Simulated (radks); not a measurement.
Results of a calculation; reference values are marked as such.
Numerical settings for neutral argon, [Ar]. Code: a radial shooting solver on a logarithmic mesh with Libxc functionals. Model: Dirac Kohn-Sham, LDA (Slater exchange, Perdew-Wang correlation), spin-unpolarised, spherical densities, point nucleus. The defaults (mesh step 0.008 in ln r, mesh end at 40 bohr or more with all orbitals vanishing there, Anderson mixing 0.5 over 9 steps, residual threshold near 1e-9 with the energy settled to 1e-9 hartree or 1e-11 of itself, here a cap of 93 iterations) give E = -527.8114 hartree and 3p3/2 at -10.324 eV in 13 iterations. Run on one thread of a shared host, so times are rough (Arm Neoverse V1): 0.07 s of CPU time, 0.07 s wall, 13 iterations on 2597 mesh points. Changes against that run (0 stands for a change within the tolerance of the run):

| setting | iterations | converged | E (mhartree) | e(3p3/2) (meV) | CPU (s) |
|---|---|---|---|---|---|
| mesh step in ln r 0.05 | 13 | yes | +0.000494 | 0 | 0.02 |
| mesh step in ln r 0.12 | 4 | no | diverged | - | 0.01 |
| mesh step in ln r 0.003 | 13 | yes | 0 | 0 | 0.17 |
| mesh end (bohr) 5 | 13 | yes | +18.2 | +599 | 0.06 |
| mesh end (bohr) 400 | 13 | yes | 0 | 0 | 0.07 |
| residual threshold 0.001 | 9 | yes | 0 | +0.0396 | 0.06 |
| residual threshold 0.01 | 9 | yes | 0 | +0.0396 | 0.06 |
| mixing 0.01 | 22 | yes | 0 | 0 | 0.11 |
| linear mixing, mixing 0.8 | 41 | yes | 0 | 0 | 0.16 |
| linear mixing, mixing 0.5 | 30 | yes | 0 | 0 | 0.12 |
| mixing history 3 | 15 | yes | 0 | 0 | 0.07 |
| iteration cap 8 | 8 | no | 0 | +0.0396 | 0.04 |

Settings that end as converged yet miss the energy by more than 1 mhartree: mesh end (bohr) 5 (+0.0182 hartree). A mesh that ends early acts as a hard wall.
